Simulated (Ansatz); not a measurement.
Relaxed structures of H$_{2}$TeSO, closed shell (PBE0-D4/def2-TZVP; forces vanish, vibrations not checked; lower isomers may exist, and structures with a doubtful reference or unclear bonds are left out; Å). Ansatz 0.2.0; basis: def2-TZVPP; cores frozen in the correlated methods. Filled d shells of the heavier atoms are correlated. Core potentials replace the inner electrons of the atoms past krypton. The def2 sets are not built for correlating such inner shells, so the correlated values are less sure here.

Q: Rank them by CCSD(T) energy, lowest first, and give each one's height above the lowest. Links in brackets join atoms within 1.22 times the sum of their covalent radii (1.1 for two metals). (An estimate is asked for; the value comes from the calculation.)
A.
H₂TeSO ([OH][SH][Te])
```
5
angstrom
O -1.3257 -1.1160 -0.1416
S -0.5989 -0.0890 0.9126
Te 0.8439 1.3347 -0.2482
H -1.2799 -0.7083 -1.0221
H -1.6629 0.7246 1.1264
```
B.
H₂TeSO ([SH][O][TeH])
```
5
angstrom
O -0.6482 0.3792 0.4205
S -1.0015 -1.1341 -0.1267
Te 1.0340 1.2888 -0.1461
H -1.5751 -0.8074 -1.3048
H 2.0158 0.3458 0.8094
```
C.
H₂TeSO ([OH][S][TeH])
```
5
angstrom
O -1.0428 -1.1127 -0.1958
S -0.8458 0.3341 0.5875
Te 1.1739 1.2631 -0.1991
H -1.4688 -0.9363 -1.0425
H 2.1834 0.4519 0.8498
```

A: By the calculation: C (0.0 kJ/mol), A (53.8 kJ/mol), B (99.2 kJ/mol). Heights count from the lowest.

T1 diagnostic: at most 0.018.

For scale, one of the runs: CCSD(T)/def2-TZVPP, 151 basis functions, launched by `ansatz run in.yaml --threads 2 --pin off --events-out ev --progress --plain --max-ram 4352MiB`. Hardware: 2 CPU threads of an Arm Neoverse V2, shared host. Wall time 43 s; peak host memory 1.1 GiB.
